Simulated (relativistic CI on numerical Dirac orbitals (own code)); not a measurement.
Spin-allowed bands of a d3 ion in a tetrahedral site, by hand

Problem. Take Δ = 7850 cm⁻¹ and B = 710 cm⁻¹ for a d3 ion in a tetrahedral site. Calculate the three spin-allowed bands.

Working.
1. The terms of highest spin are 4F (energy 0) and 4P (15B = 10650 cm⁻¹). Here the F term splits into A2 at +1.2Δ = 9420, T2 at +0.2Δ = 1570 and T1 at −0.6Δ = -4710 cm⁻¹.
2. The two T1 states mix through the element 0.4Δ: H = [[-4710, 3140], [3140, 10650]], with roots ½(H₁₁ + H₂₂) ∓ ½√[(H₂₂ − H₁₁)² + 4H₁₂²] = ½(5940) ∓ ½(16594) = -5327 and 11267 cm⁻¹.
3. The ground term is 4T1 at -5327 cm⁻¹.
4. Bands: 4T2 6897 cm⁻¹ (1450 nm), 4A2 14747 cm⁻¹ (678 nm), 4T1(P) 16594 cm⁻¹ (603 nm).

Check. Exact diagonalisation of the whole d3 shell with these parameters gives 4T2 6897, 4A2 14747, 4T1 16594 cm⁻¹. The match is exact, since without spin-orbit coupling no other term has this spin. The ratio of the second band to the first, 2.138, depends on Δ/B = 11.1 alone, which is how a Tanabe-Sugano diagram is read.
